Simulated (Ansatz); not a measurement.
`C[NH][Zr]([Cl])([NH]C)[NH]C` + H₂O → `C[NH][Zr]([OH])([NH]C)[NH]C` + HCl  (formal hydrolysis of a Zr–Cl bond)

Calculated with Ansatz (gas phase, PBE0-D4/def2-TZVP geometries, no zero-point term in ΔE). CCSD(T)/CBS adds triple-zeta CCSD(T) − MP2 to the extrapolated MP2 energy (def2 sets, frozen cores). This one scheme is used for every species. Functionals use def2-TZVPP. def2 core potentials past Kr. For Zr outer-core shells are correlated without core-valence functions, which leaves a few kJ/mol of doubt a bond. Each species was taken in one conformer, which may not be the lowest.

`C[NH][Zr]([Cl])([NH]C)[NH]C`:

```xyz
20

C     0.629    2.973   -0.210
N     0.571    1.655   -0.812
Zr   -0.277    0.070    0.117
Cl   -2.439    0.618    1.022
N     1.009   -0.534    1.558
C     0.650   -1.519    2.559
N    -0.389   -1.425   -1.243
C    -1.366   -1.431   -2.314
H     0.055    3.718   -0.772
H     0.203    2.946    0.800
H     1.658    3.340   -0.110
H     0.937    1.653   -1.754
H     1.931   -0.152    1.716
H    -0.362   -1.897    2.372
H     1.320   -2.388    2.548
H     0.646   -1.106    3.575
H     0.162   -2.272   -1.229
H    -2.074   -2.265   -2.234
H    -1.963   -0.512   -2.286
H    -0.899   -1.475   -3.305
```

H₂O:

Z-matrix (Å, degrees):
```
O
H 1 0.960
H 1 0.960 2 105.1
```

`C[NH][Zr]([OH])([NH]C)[NH]C`:

Cartesian coordinates in Å:
```
C 1.554 -2.102 1.714
N 0.323 -1.565 1.178
Zr 0.142 -0.010 -0.138
O 1.511 -0.047 -1.520
N -1.745 -0.121 -0.917
C -2.174 -0.931 -2.037
N 0.204 1.698 0.985
C 0.427 3.042 0.498
H 1.575 -2.089 2.812
H 2.406 -1.501 1.377
H 1.747 -3.133 1.390
H -0.475 -2.121 1.456
H 2.201 -0.032 -2.174
H -2.486 0.489 -0.597
H -1.348 -1.559 -2.387
H -2.499 -0.331 -2.897
H -2.996 -1.609 -1.775
H 0.167 1.672 1.995
H -0.387 3.727 0.767
H 0.489 3.042 -0.595
H 1.364 3.479 0.867
```

HCl:

Cartesian coordinates in Å:
```
Cl 0.023 -0.551 0.324
H -0.023 0.551 -0.324
```

```json
{"level": "CAM-B3LYP", "ΔE (kJ/mol)": "48.7"}
{"level": "MP2/def2-QZVPP", "ΔE (kJ/mol)": "65.9"}
```

(1) What does CCSD(T)/CBS give? (Estimate.)

Largest T1 diagnostic among the species: 0.016.

Answers

(1) Computed: +61.6 kJ/mol. The listed levels differ from it by -12.9, 4.3 kJ/mol.

From BLYP to BHLYP (50 % exact exchange), in def2-TZVPP and without D4, ΔE moves by +7.5 kJ/mol. The D4 term adds +4.7 kJ/mol with B3LYP and +2.8 kJ/mol with PBE0; it sums over pairs of atoms, weighted by their polarisabilities, and B3LYP, whose exchange is more repulsive, gets the larger term.

CCSD(T)/CBS has its own doubt, a few kJ/mol and more with outer-core shells, so smaller differences from it don't rank the levels.

B3LYP here is the variant with VWN-RPA as its local correlation; programs differ in this.
